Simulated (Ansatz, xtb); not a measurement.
Molecule: CH4NO, net charge 1, singlet state. It need not be the lowest isomer of its formula. SMILES: O=C[NH3+]
Geometry from a B3LYP-D3(BJ)/def2-TZVP (Ansatz, an electronic-structure program) optimisation:
```
N
H 1 1.0263
H 1 1.0266 2 109.11
H 1 1.0266 2 109.11 3 -117.65
C 1 1.5790 2 108.29 4 -121.18
O 5 1.1639 1 118.01 2 0.00
H 5 1.0952 6 130.99 1 180.00
```
Charge +1, spin multiplicity 1.

Harmonic wavenumbers from GFN2-xTB (xtb, at its own minimum), cm⁻¹: 148, 494, 725, 761, 953, 979, 1241, 1323, 1382, 1394, 1910, 2932, 3185, 3205, 3224.

### Question
Give the harmonic wavenumbers at B3LYP-D3(BJ)/def2-TZVP (Ansatz, finite differences of forces, unscaled).

### Answer
121, 476, 658, 811, 1043, 1082, 1345, 1450, 1624, 1634, 1937, 3092, 3346, 3436, 3444 cm⁻¹. Zero-point energy 36.5 kcal/mol.

### Question
From these and the geometry, give the ideal-gas thermochemistry at 298.15 K and 1 atm (rigid rotor, harmonic oscillator).

### Answer
Point group Cs, rotational symmetry number 1. Rotational constants 54.14, 9.888, 8.764 GHz. S(trans) 37.41, S(rot) 21.75, S(vib) 4.56, S(elec, spin only) 0.00, S 63.7 cal/(mol K). H(298) - H(0) 3.14 kcal/mol; G - E(el) 20.6 kcal/mol.
